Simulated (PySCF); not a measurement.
Compound: C₄H₅B₃O₃S.
Geometry (PBE0-D3(BJ)/def2-SVP, Å), atoms numbered from 1 in this order:
```
atom  x, y, z in Å
B1    -2.5305    1.7800    0.5472
O2    -3.4862    0.8078    0.3960
B3    -3.1391   -0.4507   -0.0251
O4    -1.8296   -0.7384   -0.2873
B5    -0.8539    0.2261   -0.1410
C6     0.6153   -0.1066   -0.4387
C7     1.1456   -1.3100   -0.8691
C8     2.5487   -1.2743   -1.0495
C9     3.0742   -0.0372   -0.7526
S10    1.8703    1.0682   -0.2602
O11   -1.2231    1.4876    0.2756
H12   -2.8409    2.8811    0.9160
H13   -3.9845   -1.2939   -0.1629
H14    0.5219   -2.1875   -1.0463
H15    3.1519   -2.1193   -1.3833
H16    4.1181    0.2711   -0.8019
```

Level of theory: PBE0-D3(BJ)/def2-SVP geometry optimisation, gas phase in PySCF.

Masses are those of the commonest isotopes; rigid-rotor values at the optimised geometry. The values belong to one conformer with, in the numbering `[BH:1]1[O:2][BH:3][O:4][B:5]([c:6]2[cH:7][cH:8][cH:9][s:10]2)[O:11]1`, O4–B5–C6–C7 0°.

Q: What are A, B and C (cm⁻¹)?

A: Ia = 179.01, Ib = 866.86, Ic = 1045.86 u·Å²; 505379 MHz·u·Å²/I gives 2823, 583.0 and 483.2 MHz, that is A = 0.09417, B = 0.01945, C = 0.01612 cm⁻¹.

Q: What kind of rotor is it?

A: A near-prolate asymmetric top: κ = (2 × 583.0 − 2823 − 483.2)/(2823 − 483.2) = -0.91.

Q: What does the inertial defect say?

A: Planar: Δ = Ic − Ia − Ib = 0.00 u·Å². For a rigid frame Δ = −2 Σ m c², so it vanishes when all atoms lie in the ab plane; here none is more than 0.01 Å from it.

Q: Where do the levels up to J = 2 lie, in cm⁻¹?

A: Above 0(0,0):
J = 1: 1(0,1) 0.0356, 1(1,1) 0.1103, 1(1,0) 0.1136
J = 2: 2(0,2) 0.1066, 2(1,2) 0.1781, 2(1,1) 0.1881, 2(2,1) 0.4123, 2(2,0) 0.4124
The levels of one J sum to (2J + 1)J(J + 1)(A + B + C)/3.

Q: Predict some low-J microwave lines.

A: The dipole components are |μa| = 1.64 D, |μb| = 0.56 D, |μc| = 0.00 D; the mirror of this Cs structure is the ab plane, so μc vanishes by symmetry and there are no c-type lines. The squared components, which scale the intensities, stand as 1.00 : 0.12 (a : b). Some lines, for components of 0.1 D or more:

| type | branch | J(Ka,Kc) | MHz | lower level (cm⁻¹) |
| --- | --- | --- | --- | --- |
| a | R | 1(0,1) ← 0(0,0) | 1066 | 0.000 |
| a | R | 2(1,2) ← 1(1,1) | 2033 | 0.110 |
| a | R | 2(0,2) ← 1(0,1) | 2129 | 0.036 |
| a | R | 2(1,1) ← 1(1,0) | 2232 | 0.114 |
| b | Q | 1(1,0) ← 1(0,1) | 2340 | 0.036 |
| b | Q | 2(1,1) ← 2(0,2) | 2443 | 0.107 |
| b | R | 1(1,1) ← 0(0,0) | 3306 | 0.000 |
| b | R | 2(1,2) ← 1(0,1) | 4273 | 0.036 |
| b | Q | 2(2,0) ← 2(1,1) | 6724 | 0.188 |
| b | Q | 2(2,1) ← 2(1,2) | 7020 | 0.178 |
| b | R | 2(2,1) ← 1(1,0) | 8953 | 0.114 |
| b | R | 2(2,0) ← 1(1,1) | 9056 | 0.110 |

Q: Estimate the classical rotational partition function at 25 K, 200 K and 298.15 K.

A: Point group Cs, symmetry number σ = 1; q = (√π/σ)·√((kT/h)³/(ABC)), k/h = 20836.6 MHz/K: 23600 at 25 K, 535000 at 200 K, 973000 at 298.15 K.

Stationary, but not proved a minimum. These are rigid-rotor constants of the computed structure; measured ground-state constants (B0) also hold zero-point vibration. Quadrupole hyperfine structure (11B) is left out.
